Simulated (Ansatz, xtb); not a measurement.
**C5H6ClFSi: 4 structures ranked**

4 gas-phase structures of C5H6ClFSi, from a drawn sample of its isomers (lower ones may exist). Each was relaxed with GFN2-xTB:

A. `F[C@@H]1C=CC=C(Cl)[SiH2]1`, a singlet
B. `FCC1=C[SiH2]C=C1Cl`, a singlet
C. `CC1=C[Si@H](F)C=C1Cl`, a singlet
D. `F[C@@H]1C=CC(Cl)=C[SiH2]1`, a singlet

Estimate their order in r2SCAN-D4/def2-SVP energy at these geometries, lowest first.

Calculated order at r2SCAN-D4/def2-SVP: C (0.0), B (47.1), D (48.9), A (50.1) kcal/mol.

Energies above the lowest of each column, in kcal/mol; the last columns are at B3LYP-D3(BJ)/def2-SVP geometries and were run for some of them only (a dash: not run or not comparable):

```csv
structure,GFN2-xTB,HF/STO-3G,r2SCAN-D4/def2-SVP,B3LYP-D3(BJ)/def2-SVP,CCSD(T)/def2-SVP + ΔMP2/def2-TZVPP
C,0.0,0.0,0.0,0.0,0.0
B,40.2,20.9,47.1,46.6,52.3
D,38.8,19.7,48.9,47.9,55.4
A,40.5,19.8,50.1,–,–
```

Every level run on C puts it lowest or level with the lowest. Flexible structures stand in one conformer each, not always the lowest. Frequencies (GFN2-xTB) were run for B, C, D alone. The ΔMP2 step shifts differences by up to 4.4 kcal/mol, which makes them less sure. ΔMP2 is the change of the MP2 energy from the smaller to the larger basis.

Over these structures GFN2-xTB departs from r2SCAN-D4/def2-SVP by 3.3 kcal/mol on average once a common shift is removed. A GFN2-xTB relaxation took about 0.097 s and the r2SCAN-D4/def2-SVP energy about 2.2 s on a shared host (Ansatz 0.2.0, xtb 6.7.1).
